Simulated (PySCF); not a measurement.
Species: C5H7O2 (charge -1).
Numbering: `[CH3:1][C:2](=[O:3])/[CH:4]=[C:5](/[CH3:6])[O-:7]` (hydrogens: H8, H9, H10 on C1; H11 on C4; H12, H13, H14 on C6)

A GFN2-xTB structure was refined with PySCF, PBE0-D3(BJ)/def2-SVP geometry optimisation, gas phase. Its GFN2-xTB values:

```csv
coordinate,GFN2-xTB
C1–C2,1.524 Å
C1–H8,1.088 Å
C2=O3,1.247 Å
C2–C4,1.406 Å
C4=C5,1.398 Å
C4–H11,1.085 Å
C5–C6,1.545 Å
C1–C2–O3,119.0°
C1–C2–C4,117.4°
C2–C4–C5,127.8°
O3–C2–C4,123.6°
C4–C5–C6,113.8°
C4–C5–O7,128.6°
```

Question: How do these coordinates change at the PBE0-D3(BJ)/def2-SVP level?

Answer: 
| coordinate | PBE0-D3(BJ)/def2-SVP (Å or °) | change |
| --- | --- | --- |
| C2–C4 | 1.426 | +0.020 |
| C4=C5 | 1.415 | +0.017 |
| C1–H8 | 1.101 | +0.013 |
| C4–H11 | 1.096 | +0.011 |
| C2=O3 | 1.241 | -0.006 |
| C5–C6 | 1.540 | -0.005 |
| C1–C2 | 1.526 | +0.002 |
| C4–C5–C6 | 115.1 | +1.3 |
| C1–C2–O3 | 118.1 | -0.9 |
| C2–C4–C5 | 127.2 | -0.6 |
| C1–C2–C4 | 118.0 | +0.6 |
| C4–C5–O7 | 128.0 | -0.6 |
| O3–C2–C4 | 123.9 | +0.3 |

The energy falls by 0.049 eV over 5 energy and gradient evaluations, the largest force component goes from 0.0171 to 4.0e-04 Eh/bohr, and the atoms move by 0.037 Å rms after alignment. The bond that changes most is C2–C4 (ends: carbon bonded to 2 C and O; carbon bonded to 2 C and H), which lengthens by 0.020 Å. Bonds longer at the end by more than 0.005 Å: 9 of 13; shorter: 2. Rotational constants go from 5347, 1753, 1342 to 5389, 1720, 1325 MHz.

The run used 133 basis functions and 36 SCF cycles in all. Hardware: an Arm Neoverse V2 with one thread, on a shared host. Cost: 26 s.

No frequency check. The geometry's basis has no diffuse functions, a weakness for an anion.

Conformer computed: `[CH3:1][C:2](=[O:3])/[CH:4]=[C:5](/[CH3:6])[O-:7]`: C1–C2–C4–C5 0°.

One conformer stands for the species.
